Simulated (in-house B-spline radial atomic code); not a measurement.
Results of a calculation; reference values are marked as such.
**Building a PAW s channel for Hf, r_c = 2.92 bohr**

Hf, [Xe] 4f14 5d2 6s2, non-relativistic LDA (VWN5) (a model for so heavy an element), spherical and spin-unpolarised, from a B-spline radial code for spherical atoms (atomic units; all potentials screened as in the neutral atom).

Two all-electron partial waves φ1, φ2 are integrated outwards at E1 = ε(6s) = -0.166465 and E2 = E1 + 1 hartree; φ1 is the bound orbital and φ2 has unit norm inside r_c = 2.9232 bohr. Smooth partners are polynomials, r^1(a0 + a1 r² + a2 r⁴ + a3 r⁶), matched to φ and three derivatives at r_c, with no condition on the norm. The local potential is -3.26797 + (0.887111) r² + (-0.100816) r⁴ + (0.00419392) r⁶ inside 2.4832 bohr and the all-electron one outside.

```tsv
wave	φ(r_c)	φ'(r_c)	a0	a1	a2	a3
1	0.5766471	0.06671941	0.05250854	0.05792163	-0.006715338	0.0002246273
2	0.1978549	-1.617203	0.9359866	-0.05541814	-0.0111666	0.0006741176
```

Inside r_c the overlaps are <φi φj> = [[0.28327, 0.47288], [0.47288, 1.00000]] and, for the smooth waves, [[0.29637, 0.63446], [0.63446, 2.12973]]. With χj = (Ej − T − V_local) applied to smooth wave j, the program's quadrature gives the matrix B_ij = <smooth i, χj> as [[0.15031, 0.80956], [0.64797, 3.88873]].

**Question.** Check the match of the first wave, and find the augmentation charges q_ij.

**Answer.** At r_c the four terms are 0.15349, 1.44683, -1.43338, 0.40971, which sum to 0.5766, φ1(r_c) to rounding. q_ij is the all-electron overlap less the smooth one: [[-0.01309, -0.16159], [-0.16159, -1.12973]]. The smooth first wave has a norm of 0.2964 inside r_c against 0.2833, so q11 is negative and must stay small enough for the overlap operator to be positive.

**Question.** B isn't symmetric. Show that D_ij = B_ij + Ej q_ij is.

**Answer.** Integrating by parts gives B12 − B21 = (E1 − E2) q12: 0.80956 − (0.64797) = 0.16159, and −1 × (-0.16159) = 0.16159. So D12 = 0.80956 + (0.833535)(-0.16159) = 0.67487 and D21 = 0.64797 + (-0.166465)(-0.16159) = 0.67487; D11 = 0.15249, D22 = 2.94706. The projectors, p = (B⁻¹)ᵀ χ, are dual to the smooth waves; det B = 0.06.

Solving (T + V_local + Σ p D p) ψ = E (1 + Σ p q p) ψ in a sphere of 9 bohr, whose wall lifts the free-atom level a little, gives these levels:

```json
{"all-electron": "-0.164799", "one projector": "-0.420481", "two projectors": "-22.300300"}
{"all-electron": "0.118019", "one projector": "-0.164799", "two projectors": "-0.164799"}
{"all-electron": "0.508215", "one projector": "0.118606", "two projectors": "0.117964"}
{"all-electron": "1.061910", "one projector": "0.507513", "two projectors": "0.508121"}
{"all-electron": "1.767990", "one projector": "1.043490", "two projectors": "1.061720"}
```

**Question.** What does the second projector gain?

**Answer.** With one projector a ghost lies below the reference level, so the set fails. With two a ghost lies below the reference level, so the set fails. The lowest eigenvalue of the overlap operator is 0.8736 with one and 0.009867 with two projectors. The smooth orbital alone needs a cutoff of 2.08 hartree for 1 millihartree of kinetic energy, against 3.92 for a norm-conserving Troullier-Martins orbital of the same radius, which is no gain while the set fails.
